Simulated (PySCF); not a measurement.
**Correlation energy of Bi (bismuth, neutral)**

Starting occupation: [Xe] 4f14 5d10 6s1 6p4, 6s1/2 with m_j = +1/2, 6p1/2 with m_j = +1/2, 6p3/2 with m_j = -1/2, +1/2, +3/2. All numbers are calculated (PySCF 2.14, X2C-1e with screened-nucleus spin-orbit coupling, Gaussian nucleus, in x2c-SVPall-2c with one added diffuse shell each of s, p type (8s12p7d2f, 93 functions)). Frozen: [Kr] 4d10 4f14; 23 electrons correlated; the 22 highest virtual spinors left out.

MP2 pair energies summed by pair of shells (mhartree):

```
 pair   energy  share (%)
5d-5d  -164.84       49.3
5d-6p   -57.27       17.1
6p-6p   -35.76       10.7
5d-5p   -24.84        7.4
5d-6s   -16.57        5.0
5p-5p   -13.77        4.1
6p-6s    -5.95        1.8
5p-6p    -4.95        1.5
5d-5s    -4.90        1.5
5p-5s    -2.91        0.9
5p-6s    -1.43        0.4
5s-5s    -0.79        0.2
5s-6p    -0.35        0.1
5s-6s    -0.22        0.1
```

Total MP2 correlation energy: -334.56 mhartree.

The GHF reference relaxed away from the jj start to a determinant that is no pure jj level (⟨S²⟩ = 3.83, ⟨J²⟩ = 8.80); the energies belong to that determinant.

This basis was not built for core-valence correlation, so the inner-shell part is incomplete.
